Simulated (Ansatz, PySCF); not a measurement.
CH4N2S, SMILES C(N)(=S)N.

Geometry optimised at PBE-D3(BJ)/def2-SVP. One conformer was computed; it need not be the lowest.

Vertical ionisation energy (IE) and electron affinity (EA) in eV. Rows of orbital energies are one-electron estimates. Where ΔSCF, EOM or ADC give a negative EA the extra electron is unbound and the value depends on the basis.

| level | IE | EA |
|---|---|---|
| −ε(HOMO), −ε(LUMO), CAM-B3LYP/def2-TZVPD (PySCF) | 7.46 | -0.41 |
| −ε(HOMO), −ε(LUMO), PBE/def2-TZVPD (PySCF) | [?] | [?] |
| ΔSCF, PBE0/def2-SVPD (Ansatz), final states of multiplicity 2 and 2 | 8.41 | -1.21 |
| ΔSCF, PBE/def2-SVPD (Ansatz), final states of multiplicity 2 and 2 | 8.39 | -1.16 |

**Question.** Some entries are withheld; supply them. (The exact figures need the calculation; the answer reports its results.)

**Answer.** 
- −ε(HOMO), −ε(LUMO), PBE/def2-TZVPD (PySCF), IE: 4.97
- −ε(HOMO), −ε(LUMO), PBE/def2-TZVPD (PySCF), EA: 1.43

**Question.** What vertical singlet–triplet gap does ΔSCF give with PBE0/def2-SVPD (Ansatz, a program for electronic structure) and with PBE/def2-SVPD (Ansatz)? (An estimate is asked for; the answer gives what the named calculation found.)

**Answer.** 3.67 and 3.75 eV (triplet above singlet where positive).
